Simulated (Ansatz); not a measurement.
Saddle point of Si2NH5F3, doublet (SiF₃ ([F][Si]([F])[F]) + SiNH₅ ([NH2][SiH3]) → SiHF₃ ([F][SiH]([F])[F]) + SiNH₄ ([NH][SiH3]); bonds formed: H1–Si4; bonds broken: H1–N2), PBE0-D4/def2-TZVP structure:

```tsv
atom	x (Å)	y (Å)	z (Å)
H1	-0.1686	0.3357	0.8332
N2	-0.5971	-1.0510	0.6862
Si3	-0.7475	-1.3674	-1.0357
Si4	0.7056	1.6572	0.7597
F5	2.0887	1.4235	1.4825
F6	0.0023	2.8924	1.4399
F7	1.0010	2.0299	-0.7446
H8	0.2021	-1.5117	1.1247
H9	-1.3820	-2.7075	-1.1526
H10	-1.6379	-0.3239	-1.5981
H11	0.5334	-1.3773	-1.7952
```

Energies are electronic, without zero-point energy. Barriers and step energies count from the start structure reached by relaxing down the imaginary mode; all methods use the PBE0-D4 structures, on which another method's saddle can fall below an end. Computed with Ansatz 0.2.0 (basis: def2-TZVPP, with def2-QZVPP for the basis limit); correlated methods freeze the cores; orbitals are unrestricted. B3LYP uses VWN-RPA correlation. Extrapolation: Hartree–Fock as exp(−7.88 √X), correlation as X^−2.97.

```
      method  barrier (kJ/mol)  step energy (kJ/mol)
       SPW92             121.5                 119.8
      PBE-D4             106.9                  90.8
     BLYP-D4              96.1                  71.7
   r2SCAN-D4                 ?                  75.2
      B97M-V                 ?                  60.5
     PBE0-D4                 ?                  81.0
    B3LYP-D4             105.1                  67.0
  r2SCAN0-D4             117.9                  70.0
    BHLYP-D4             111.7                  51.0
CAM-B3LYP-D4             113.9                  68.1
     wB97X-V             115.7                  67.4
     wB97M-V             119.6                  67.7
      B2PLYP             111.4                  67.6
    PBE-QIDH             126.6                  77.2
  RPA on PBE             112.7                  62.0
          HF             102.7                   5.0
         MP2             141.4                  88.1
        CCSD             115.3                  56.8
     CCSD(T)             115.8                  64.3
```

Fill in the withheld barriers. (To be estimated.)

By the calculation: PBE0-D4 116.4; r2SCAN-D4 110.6; B97M-V 99.8 kJ/mol. Each is the energy of the saddle less that of the start structure, by the same method.

For comparison, the barrier by CCSD(T) at an estimated basis limit (MP2 extrapolated from triple and quadruple zeta, plus CCSD(T) − MP2 in triple zeta) is 120.6 kJ/mol.

T1 diagnostic: at most 0.017. ⟨S²⟩ of the unrestricted Hartree–Fock references: 0.75 to 0.78 (a pure state has 0.75).

Radical steps of this kind take place in plasma deposition and etching.

Labels in which every atom is bracketed show which atoms are joined, not bond orders.

For scale, one of the runs: CCSD(T)/def2-TZVPP, 278 basis functions, launched by `ansatz run in.yaml --threads 4 --pin off --events-out ev --progress --plain --max-ram 63488MiB --backend cuda --devices 0, --max-vram 37GiB`. Time: 15 s of wall clock on 4 CPU threads of an AMD EPYC 7R13 and a share of one NVIDIA H100; the host was shared. Peak host memory: 0.9 GiB.
